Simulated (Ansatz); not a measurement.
Reaction (cleavage of the B–Si bond): `B[SiH2][CH2][InH2]` + `N[SiH2][TeH]` → `B[Te][SiH2]N` + `[SiH3][CH2][InH2]`

Isolated molecules relaxed with PBE0-D4/def2-TZVP in Ansatz; ΔE leaves out vibrations. CBS: MP2 limit from def2 TZ/QZ plus the TZ coupled-cluster correction, frozen cores. DFT in def2-TZVPP. def2 core potentials past Kr. For In, Te outer-core shells are correlated without core-valence functions, which leaves a few kJ/mol of doubt a bond. Each species was taken in one conformer, which may not be the lowest.

CCSD(T)/CBS gives -0.99 eV.

Problem. Another level gave -1.00 eV. Which?
A. r2SCAN/def2-TZVPP
B. HF/def2-TZVPP
C. B2PLYP/def2-TZVPP
D. MP2/def2-TZVPP

Solution. A. r2SCAN -1.00, HF/def2-TZVPP -0.95, B2PLYP -1.05, MP2/def2-TZVPP -1.13 eV.

Largest T1 diagnostic among the species: 0.014.

In def2-TZVPP, CCSD(T) changes the Hartree–Fock value by −0.07 eV (the triples alone add −0.04 eV) and MP2 by −0.18 eV.
